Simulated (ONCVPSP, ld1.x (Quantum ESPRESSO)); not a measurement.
**Potentials for N (Z = 7) compared**

Generated with ld1.x 7.5 (TM, RRKJ, ultrasoft, PAW), atompaw 4.2 or ONCVPSP 4.0.1. The cutoff is in Ry: for ld1.x and atompaw files where the sum of valence levels is converged to 10 mRy in a Bessel basis, for ONCV files where the hardest occupied wave has 1 mHa per electron of residual kinetic energy. The error is the largest all-electron minus pseudo excitation energy over each file’s own four to seven test configurations (ionisations up to +4, promotions, holes and added fractions of an electron), all of which were solved. The labels leave out finer settings (local radius, basis sizes, second energies), which also bear on the numbers. Spin-polarised tests are not counted. The rows are a selection from randomly drawn settings: files with unsolved tests, undetermined cutoffs or missed reference levels are left out.

A true bound ghost makes a file unfit for plane-wave use even where its test errors are small: the radial tests pick states by their node count and pass the ghost by.

```csv
potential,cutoff (Ry),largest error (meV),bound ghosts
"PAW, PW91, non-relativistic, rc 0.90/1.40/1.25 (spd), local smoothed, core correction yes, reference 2s2 2p3",35,-21,none
"TM semilocal, PBEsol, scalar-relativistic, rc 1.00/2.20 (sp), local p, core correction yes, reference 2s2 2p1",55,+932,none
"ONCV, PBE, fully relativistic, rc 1.05/1.25/1.20 (spd), local smoothed, core correction yes, reference 2s2 2p2.5, qcut 6.6/7.8/8, projectors 1/3/2",63,+773,none
"ONCV, LDA (Perdew-Zunger), scalar-relativistic, rc 0.90/1.80/1.70 (spd), local smoothed, core correction yes, reference 2s2 2p2.5, qcut 7.5/7.1/5.3, projectors 2/2/2",59,+1178,none
"ONCV, PBE, non-relativistic, rc 0.85/2.25/2.10 (spd), local smoothed, core correction no, reference 2s1 2p4, qcut 9.5/6.2/4.1, projectors 2/2/2",63,+1143,none
"ONCV, LDA (Perdew-Wang 92), scalar-relativistic, rc 0.90/1.75/1.55 (spd), local smoothed, core correction yes, reference 2s2 2p3, qcut 7.2/6.8/5.5, projectors 2/2/2",61,+1448,none
"ONCV, PBE, fully relativistic, rc 1.00/2.10/2.05 (spd), local smoothed, core correction no, reference 2s2 2p1.5, qcut 8.1/7.6/5.3, projectors 3/3/2",53,+822,"d5/2, d3/2"
"ONCV, LDA (Perdew-Zunger), scalar-relativistic, rc 0.95/1.70/1.85 (spd), local smoothed, core correction yes, reference 2s2 2p2.5, qcut 6/6.7/6.1, projectors 1/2/3",182,+1091,none
```

(1) Fill in the row for N: ONCV, LDA (Perdew-Wang 92), scalar-relativistic, rc 1.10/1.55/1.35 (spd), local smoothed, core correction no, reference 2s2 2p3, qcut 7.4/7.8/7.5, projectors 2/2/1.

Results:

(1) cutoff 50 Ry, largest error +797 meV, bound ghosts: none.
